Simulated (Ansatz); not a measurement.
Ideal-gas functions of `OP(O)[O][InH2]` at 298.15 K and 1 bar, from an Ansatz frequency run at PBE0-D4/def2-TZVP.

Molar mass 197.82 g/mol, point group C1 (symmetry number 1), electronic degeneracy 1, moments of inertia 79.015, 423.611, 446.611 u Å². Harmonic wavenumbers (cm⁻¹, unscaled): 73, 187, 225, 259, 294, 316, 393, 423, 470, 541, 549, 606, 621, 853, 963, 969, 1039, 1868, 1878, 3783, 3863.

Use S(trans) = R[1.5 ln M + 2.5 ln T − 1.1517]; rotational temperatures θ = 24.2544 K / I; S(rot) = R[ln(√π/σ · √(T³/θAθBθC)) + 1.5]; for each mode x = 1.438777 ν̃/T, S = R[x/(eˣ − 1) − ln(1 − e⁻ˣ)] and H = RT x/(eˣ − 1); 1 cm⁻¹ = 0.0119627 kJ/mol; R = 8.31446 J/(mol·K).

Question: By hand: the entropy, in J/(mol·K).

Answer: Translation 174.8. Rotation: θ = 0.307, 0.0573, 0.0543 K, giving 117.2. Vibration, mode by mode: 17.03, 9.44, 8.03, 6.98, 6.07, 5.57, 4.14, 3.69, 3.09, 2.36, 2.29, 1.84, 1.74, 0.70, 0.45, 0.44, 0.33, 0.01, 0.01, 0.00, 0.00, in all 74.2. Electronic 0.0. Sum 366.2 J/(mol·K).

Question: By hand: H − E and G − E in kJ/mol, counted from the electronic energy.

Answer: Zero-point energy ½ × 20173 × 0.0119627 = 120.7; thermal vibration 12.9; translation, rotation and pV give 4 RT = 9.9. H − E = 143.5 kJ/mol, and G − E = 143.5 − 298.15 × 366.2/1000 = 34.3 kJ/mol.

Vibration gives 20 % of the entropy, 17.0 J/(mol·K) of it from the mode under 150 cm⁻¹: soft modes count most, and the harmonic formula is weakest for them. The sum counts one conformer and one mirror image; others add a mixing term.
